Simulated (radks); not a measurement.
Initial-state core-level shifts of the praseodymium ion Pr3+ when its valence configuration changes from [Xe] 4f2. All-electron calculation, Dirac Kohn-Sham, LDA (Slater exchange, Perdew-Wang correlation), spin-unpolarised, spherical densities, point nucleus; open shells fill j = l - 1/2 first. Program: a radial shooting solver on a logarithmic mesh with Libxc functionals. Shifts are changes of the shell-averaged eigenvalues in eV (positive: less bound).

| valence | 2p | 3d | 4d | 5p |
|---|---|---|---|---|
| 6p2 | -26.540 | -29.252 | -25.310 | -12.968 |
| 4f1 6p1 | -12.598 | -13.844 | -12.179 | -6.431 |
| 4f1 6s1 | -11.750 | -12.984 | -11.328 | -5.664 |
| 4f1.5 6p0.5 | -6.116 | -6.708 | -5.952 | -3.198 |
| 4f1 5d1 | -8.370 | -9.661 | -8.130 | -3.025 |
| 6s2 | -24.913 | -27.595 | -23.679 | -11.512 |
| 4f0.5 6p1.5 | -19.415 | -21.369 | -18.642 | -9.690 |
| 4f1.5 5d0.5 | -4.054 | -4.671 | -3.967 | -1.505 |
| 5d2 | -17.672 | -20.474 | -16.912 | -6.058 |
